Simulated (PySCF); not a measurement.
Species: C5H6N2O2S.
Numbering: `[CH3:1][C:2](=[O:3])[O:4][CH2:5][c:6]1[n:7][cH:8][s:9][n:10]1` (hydrogens: H11, H12, H13 on C1; H14, H15 on C5; H16 on C8)

Geometry (PBE0-D3(BJ)/def2-SVP, Å), atoms numbered from 1 in this order:
```
atom  x, y, z in Å
C1     2.454    1.234    0.100
C2     1.477    0.131   -0.165
O3     1.106   -0.245   -1.243
O4     1.031   -0.404    0.989
C5     0.023   -1.378    0.859
C6    -1.279   -0.795    0.385
N7    -1.502    0.550    0.437
C8    -2.699    0.790   -0.013
S9    -3.520   -0.646   -0.472
N10   -2.222   -1.586   -0.061
H11    2.951    1.518   -0.833
H12    1.901    2.097    0.502
H13    3.187    0.929    0.858
H14   -0.109   -1.807    1.863
H15    0.321   -2.178    0.165
H16   -3.137    1.788   -0.092
```

Computed, not measured: PySCF 2.14.0, PBE0-D3(BJ)/def2-SVP geometry optimisation, gas phase.

Take the most abundant isotopes and a rigid rotor. The values belong to one conformer with, in the numbering `[CH3:1][C:2](=[O:3])[O:4][CH2:5][c:6]1[n:7][cH:8][s:9][n:10]1`, C1–C2–O4–C5 175°, C2–O4–C5–C6 -69°, O4–C5–C6–N7 -16°.

(1) Give the principal moments of inertia and the rotational constants in GHz.

(2) What kind of rotor is it?

(3) What does the inertial defect say?

(4) Give the other two planar moments, Paa and Pbb, and the rms extents of the mass along the axes.

(5) Which lines would a microwave search look for?

(6) Estimate the classical rotational partition function at 50 K, 100 K and 298.15 K.

Results:

(1) Ia = 168.02, Ib = 750.40, Ic = 797.29 u·Å²; 505379 MHz·u·Å²/I gives 3008, 673.5 and 633.9 MHz, that is A = 3.0078, B = 0.6735, C = 0.6339 GHz.

(2) A near-prolate asymmetric top; Ray's κ = -0.967.

(3) Not planar: Δ = Ic − Ia − Ib = -121.13 u·Å². For a rigid frame Δ = −2 Σ m c², so Σ m c² = 60.56 u·Å² lies off the ab plane: 4.11 from hydrogen and 56.45 from heavier atoms. The atom farthest from that plane is 1.39 Å away.

(4) Paa = Σ m a² = (Ib + Ic − Ia)/2 = 689.84 and Pbb = Σ m b² = (Ia + Ic − Ib)/2 = 107.46 u·Å². With the mass M = 158.01 u, the rms extents √(P/M) along a, b and c are 2.09, 0.82, 0.62 Å.

(5) The dipole components are |μa| = 0.33 D, |μb| = 1.18 D, |μc| = 1.81 D. Intensities carry the squares of the components, which stand as 0.03 : 0.42 : 1.00 (a : b : c). Some lines, for components of 0.1 D or more:

```
type  branch         J(Ka,Kc)    MHz  lower level (cm⁻¹)
   a       Q  4(1,3) ← 4(1,4)    396               0.508
   a       Q  5(1,4) ← 5(1,5)    594               0.723
   b       Q  3(1,2) ← 3(0,3)   2475               0.262
   b       R  4(0,4) ← 3(1,3)   2987               0.336
   b       R  1(1,1) ← 0(0,0)   3642               0.000
   b       R  5(0,5) ← 4(1,4)   4364               0.508
   b       R  2(1,2) ← 1(0,1)   4909               0.044
   a       R  4(2,3) ← 3(2,2)   5229               0.576
   a       R  5(2,3) ← 4(2,2)   6546               0.750
   b       Q  3(2,1) ← 3(1,2)   6946               0.344
   b       Q  2(2,0) ← 2(1,1)   7003               0.211
   b       Q  2(2,1) ← 2(1,2)   7122               0.207
   b       R  4(1,4) ← 3(0,3)   7387               0.262
   b       R  2(2,1) ← 1(1,0)   9657               0.123
   b       Q  3(3,0) ← 3(2,1)  11768               0.576
   b       Q  4(3,2) ← 4(2,3)  11772               0.750
   b       Q  5(3,3) ← 5(2,4)  11775               0.968
   b       R  4(2,3) ← 3(1,2)  12173               0.344
   c       R  4(2,3) ← 3(1,3)  12411               0.336
   b       R  3(3,1) ← 2(2,0)  15693               0.445
   c       R  3(3,0) ← 2(2,0)  15693               0.445
   c       Q  4(4,1) ← 4(3,1)  16478               1.143
   b       R  4(3,1) ← 3(2,2)  17001               0.576
   b       Q  5(5,1) ← 5(4,2)  21186               1.911
   c       R  4(4,0) ← 3(3,0)  21708               0.968
   c       R  5(4,1) ← 4(3,1)  23016               1.143
```

(6) Point group C1, symmetry number σ = 1; q = (√π/σ)·√((kT/h)³/(ABC)), k/h = 20836.6 MHz/K: 52600 at 50 K, 149000 at 100 K, 766000 at 298.15 K.

Not checked by PBE0-D3(BJ)/def2-SVP frequencies. Constants of a rigid frame at the computed geometry: no zero-point averaging, no centrifugal distortion. A rigid rotor knows nothing of internal rotation, which can split or shift real lines. Quadrupole hyperfine structure (14N) is left out.

Time: 5.4 min wall; peak memory 0.74 GiB. Hardware: an Arm Neoverse V1 with one thread, shared host with 32 logical CPUs at a one-minute load of 18. That covers the optimisation of the geometry.
